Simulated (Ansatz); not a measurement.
```yaml
crystal:
  periodic: [false, false, false]
  atoms:
    - {symbol: C, position_ang: [-1.812274, -1.066091, -0.321116]}
    - {symbol: C, position_ang: [-0.872745, -0.372754, -0.001850]}
    - {symbol: Al, position_ang: [0.596201, 0.726636, 0.515228]}
    - {symbol: O, position_ang: [2.071513, 0.578010, -0.296890]}
    - {symbol: H, position_ang: [-2.641308, -1.676301, -0.601266]}
    - {symbol: H, position_ang: [0.505174, 1.779893, 1.674323]}
    - {symbol: H, position_ang: [2.214639, -0.037495, -1.014128]}
basis:
  gaussian: {orbitals: def2-TZVP}
hamiltonian: {xc: {name: SVWN5}}
output: {forces: true}
```

```sh
$ ansatz run in.yaml --threads 2 --pin off --events-out ev --progress --plain --max-ram 4352MiB
```

Output, abridged:

```
Functional definition: SVWN5
902 factors; their error is unknown
mean field evaluation 1: about -10691.0183 eV, gradient 8.5e1 eV
mean field evaluation 2: about -10629.6900 eV, gradient 1.8e2 eV
mean field evaluation 4: about -10704.9795 eV, gradient 1.5e1 eV
mean field evaluation 8: about -10705.5252 eV, gradient 1.8e-1 eV
mean field evaluation 16: about -10705.5110 eV, gradient 5.7e-3 eV
mean field -10705.51103057 eV, -393.4202739175 hartree, gradient 3.5e-5 eV, S^2 0.000000; 0 other end points of the search recorded, 0 dependent functions left out
reference -10705.51107025 eV, -393.4202753755 hartree; 18, 18 occupied and 130, 130 virtual orbitals, 902 factors
Total energy: -10705.51107025 eV, -393.4202753755 hartree
Atom 0 at    -1.812274    -1.066091    -0.321116 Å, force    -0.074945    -0.056397    -0.027051 eV/Å
Atom 1 at    -0.872745    -0.372754    -0.001850 Å, force     0.531880     0.374779     0.163299 eV/Å
Atom 2 at     0.596201     0.726636     0.515228 Å, force    -0.068375    -0.179399    -0.161807 eV/Å
Atom 3 at     2.071513     0.578010    -0.296890 Å, force    -0.200716     0.436342     0.552953 eV/Å
Atom 4 at    -2.641308    -1.676301    -0.601266 Å, force    -0.306095    -0.223362    -0.101423 eV/Å
Atom 5 at     0.505174     1.779893     1.674323 Å, force     0.016506     0.074842     0.072572 eV/Å
Atom 6 at     2.214639    -0.037495    -1.014128 Å, force     0.101744    -0.426804    -0.498542 eV/Å
Dipole moment:    -0.163501    -0.254400    -0.197365 e Å
```

It took 2.1 s on 2 threads of an Intel Xeon Platinum 8259CL on a shared host, with 0.15 GiB of host memory at the peak.
